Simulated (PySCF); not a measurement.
An unknown is described by computed data only.

Elements present: C, H, N, O and Si. Monoisotopic mass: 103.0453 u.

| Item | Value |
| --- | --- |
| 13C NMR | chemical shifts (computed TMS as zero) by class: 180.0 (1 C), 67.7 (1 C), 64.5 (1 C) ppm [GIAO PBE/pcSseg-2] |
| 1H NMR | chemical shifts (computed TMS as zero) by class: 9.08 (1 H), 8.83 (1 H), 5.31 (2 H), 3.79 (2 H), 3.55 (3 H) ppm [GIAO PBE/pcSseg-2] |
| Triplet | lowest triplet excitation (Tamm–Dancoff): 3.43 eV [TDA PBE0/def2-SVPD] |
| Valence photoelectron | vertical ionisation energy: 8.91 eV [ΔSCF PBE0/def2-SVPD] |
| Dipole | 0.79 D [PBE0/def2-SVPD] |
| Rotational structure | rotational constants A, B, C: 9.798, 1.208, 1.153 GHz [PBE0-D3(BJ)/def2-SVP] |
| Polarisability | 79.1 au [PBE0/def2-SVPD] |
| NMR, other nuclei | isotropic shieldings of nuclei other than C and H, by class: -159 (1 N), 319 (1 O), 351 (1 Si) ppm [GIAO PBE/pcSseg-2] |

The electronic properties come from PySCF, for the isolated species, density fitting. Levels stand in brackets. One conformer (not necessarily the lowest) at the PBE0-D3(BJ)/def2-SVP geometry, without solvent, vibrations or thermal averaging. NMR classes are plain means over equivalent atoms (diastereotopic ones count apart unless rotation or inversion swaps them), as if these changed places fast.

Task: Which formula fits the mass and the elements?

Result: C3H9NOSi (calculated 103.0453). No other formula that holds each of these elements comes within 0.0003 u with a fitting electron parity and a possible valence count.

Task: What is the compound? Reason from the data.

Result: Numbering: `[CH2:1]=[N:2][SiH2:3][CH2:4][O:5][CH3:6]`. Its formula, C3H9NOSi, gives 1 degree of unsaturation: 0 rings and 1 π bond in the structure found. 3 carbons fall into 3 classes; from least to most shielded: C=N carbon [C1] (180.0 ppm), sp3 carbon bound to oxygen [C4] (67.7 ppm), methoxy carbon [C6] (64.5 ppm). Hydrogen classes from least to most shielded: 1 H on a C=N carbon, C1 (9.08 ppm), 1 H on a C=N carbon, C1 (8.83 ppm), 2 H on an SiH2 silicon, Si3 (5.31 ppm, a mean of values up to 0.8 ppm apart in this geometry), 2 H on an sp3 carbon bound to oxygen, C4 (3.79 ppm), 3 H on a methoxy carbon, C6 (3.55 ppm). The other shieldings belong to: -159 ppm, C=N nitrogen [N2]; 319 ppm, ether oxygen [O5]; 351 ppm, SiH2 silicon [Si3]. The first electron is taken from the HOMO, whose largest Löwdin shares are 0.42 on the ether oxygen, 0.12 on the sp3 carbon bound to oxygen, 0.11 on the C=N nitrogen and 0.10 on the SiH2 silicon. The optimised geometry has point group C1 and is an asymmetric top. Structure: `C=N[SiH2]COC`. Computed isomers that give other values at the same levels: `C=N[SiH2]OCC` (13C chemical shifts (computed TMS as zero) by class: 177.4 (1 C), 66.8 (1 C), 20.5 (1 C) ppm); `CN(C)[SiH2]C=O` (rotational constant A: 5.966 GHz; this holds for the one conformer computed); `CN(C)C(=O)[SiH3]` (rotational constant A: 4.355 GHz; this holds for the one conformer computed). The assignments are read from this structure; whether some other isomer fits the data as well wasn't checked.

Conformer computed: `[CH2:1]=[N:2][SiH2:3][CH2:4][O:5][CH3:6]`: C1–N2–Si3–C4 121°, N2–Si3–C4–O5 -170°, Si3–C4–O5–C6 -73°.
